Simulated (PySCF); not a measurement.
# Electronic structure of Ni (nickel, neutral) at the M06-2X level

Configuration: [Ar] 3d8 4s2, high-spin 3F determinant. Computed with PySCF 2.14 in x2c-TZVPall (6s5p4d1f, 48 functions), with scalar relativity by spin-free X2C-1e.

```
Total energy                        : -1520.554 hartree
One-electron energy                 : -2108.438 hartree
Hartree (Coulomb) energy            : 651.723 hartree
Exchange-correlation energy         : -63.840 hartree
⟨S²⟩                                : 2.0034
⟨L²⟩                                : 12.003
Sum of ⟨r⟩                          : 21.84 bohr
Sum of ⟨r²⟩                         : 36.84 bohr²
Langevin diamagnetic susceptibility : -29.2 ×10⁻⁶ cm³/mol
Time after the integrals            : 2 s of wall time on 1 thread of Intel(R) Xeon(R) Platinum 8259CL CPU @ 2.50GHz (shared host)
```

```json
{"shell": "1s α", "electrons": "1", "mean orbital energy (hartree)": "-305.08295", "spread (hartree)": "0", "rms radius, mean of both spins (bohr)": "0.0624"}
{"shell": "1s β", "electrons": "1", "mean orbital energy (hartree)": "-305.08285", "spread (hartree)": "0", "rms radius, mean of both spins (bohr)": "0.0624"}
{"shell": "2s α", "electrons": "1", "mean orbital energy (hartree)": "-37.25981", "spread (hartree)": "0", "rms radius, mean of both spins (bohr)": "0.265"}
{"shell": "2s β", "electrons": "1", "mean orbital energy (hartree)": "-37.19858", "spread (hartree)": "0", "rms radius, mean of both spins (bohr)": "0.265"}
{"shell": "2p α", "electrons": "3", "mean orbital energy (hartree)": "-32.12386", "spread (hartree)": "0", "rms radius, mean of both spins (bohr)": "0.238"}
{"shell": "2p β", "electrons": "3", "mean orbital energy (hartree)": "-32.07136", "spread (hartree)": "0", "rms radius, mean of both spins (bohr)": "0.238"}
{"shell": "3s α", "electrons": "1", "mean orbital energy (hartree)": "-4.54135", "spread (hartree)": "0", "rms radius, mean of both spins (bohr)": "0.796"}
{"shell": "3s β", "electrons": "1", "mean orbital energy (hartree)": "-4.44395", "spread (hartree)": "0", "rms radius, mean of both spins (bohr)": "0.796"}
{"shell": "3p α", "electrons": "3", "mean orbital energy (hartree)": "-3.02566", "spread (hartree)": "0", "rms radius, mean of both spins (bohr)": "0.847"}
{"shell": "3p β", "electrons": "3", "mean orbital energy (hartree)": "-2.89499", "spread (hartree)": "0", "rms radius, mean of both spins (bohr)": "0.847"}
{"shell": "3d α", "electrons": "5", "mean orbital energy (hartree)": "-0.56589", "spread (hartree)": "0.03286", "rms radius, mean of both spins (bohr)": "1.13"}
{"shell": "3d β", "electrons": "3", "mean orbital energy (hartree)": "-0.48354", "spread (hartree)": "0", "rms radius, mean of both spins (bohr)": "1.13"}
{"shell": "4s α", "electrons": "1", "mean orbital energy (hartree)": "-0.24676", "spread (hartree)": "0", "rms radius, mean of both spins (bohr)": "3.20"}
{"shell": "4s β", "electrons": "1", "mean orbital energy (hartree)": "-0.24429", "spread (hartree)": "0", "rms radius, mean of both spins (bohr)": "3.20"}
```

Densities and radii are taken from the X2C orbitals without a picture-change correction, which distorts them close to the nucleus.
